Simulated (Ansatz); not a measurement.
Ansatz (a quantum-chemistry and plane-wave program) input (CCSD(T)/cc-pwCVTZ):
A basis named .json is the Basis Set Exchange file of that set.

Ansatz 0.2 input:
```yaml
crystal:
  periodic: [false, false, false]
  atoms:
    - {symbol: Si, position_ang: [0.73898287, 0.26936144, 0.64122572]}
    - {symbol: Cl, position_ang: [1.64281831, -1.30966917, -0.21015980]}
    - {symbol: Cl, position_ang: [0.43227763, 1.82615936, -0.59422033]}
    - {symbol: N, position_ang: [-0.97376412, -0.35164648, 1.03265015]}
    - {symbol: Si, position_ang: [-2.18720817, -0.56757647, -0.40771012]}
    - {symbol: H, position_ang: [1.32065914, 0.65472568, 1.92474267]}
    - {symbol: H, position_ang: [-1.40317531, 0.27824762, 1.71695889]}
    - {symbol: H, position_ang: [-3.13619132, -1.56027787, 0.11198291]}
    - {symbol: H, position_ang: [-1.34576924, -1.04398442, -1.50910972]}
    - {symbol: H, position_ang: [-2.74259553, 0.77743875, -0.58324692]}
    - {symbol: H, position_ang: [-0.87805534, -1.24994751, 1.51536526]}
basis:
  gaussian:
    orbitals: cc-pwCVTZ.json
total_charge: 1
magnetization: {spin_polarized: false}
correlation: {method: ccsd_t, electrons: outside_noble_gas}
```

Output:

```
Functional definition: HF
integrals: 4.61 GiB planned
2087 factors; integrals over basis functions are off by at most 1.0e-3 eV
2.41 GiB of device memory are held for the factors and their scratch space
mean field: 2.61 GiB planned
mean field evaluation 1: about -42304.9394 eV, gradient 3.8e1 eV
mean field evaluation 2: about -42305.3899 eV, gradient 3.8e1 eV
mean field evaluation 4: about -42308.9346 eV, gradient 3.5e0 eV
mean field evaluation 8: about -42308.9948 eV, gradient 2.9e-1 eV
mean field evaluation 16: about -42304.9376 eV, gradient 3.8e1 eV
mean field -42308.99510142 eV, -1554.8268919104 hartree, gradient 9.2e-6 eV, S^2 0.000000; 0 other end points of the search recorded, 0 dependent functions left out
21 core orbitals not correlated
reference -42308.99510142 eV, -1554.8268919104 hartree; 16, 16 occupied and 326, 326 virtual orbitals, 2087 factors
second order -22.91694230 eV of doubles, -0.00000000 eV of singles
coupled cluster: 25.38 GiB planned
cycle   1  -24.01719812 eV  change    -1.1e0 eV  update   9.6e-2
cycle   2  -24.61426404 eV  change   -6.0e-1 eV  update   2.8e-2
cycle   3  -24.70343927 eV  change   -8.9e-2 eV  update   1.2e-2
cycle   4  -24.69262051 eV  change    1.1e-2 eV  update   2.8e-3
cycle   5  -24.69233102 eV  change    2.9e-4 eV  update   1.1e-3
cycle   6  -24.69230511 eV  change    2.6e-5 eV  update   2.8e-4
cycle   7  -24.69218822 eV  change    1.2e-4 eV  update   9.3e-5
cycle   8  -24.69220009 eV  change   -1.2e-5 eV  update   2.9e-5
perturbative correction -0.99959991 eV, -0.0367346191 hartree
Total energy: -42334.68690142 eV, -1555.7710481457 hartree
```

It need not be the lowest isomer of its formula.
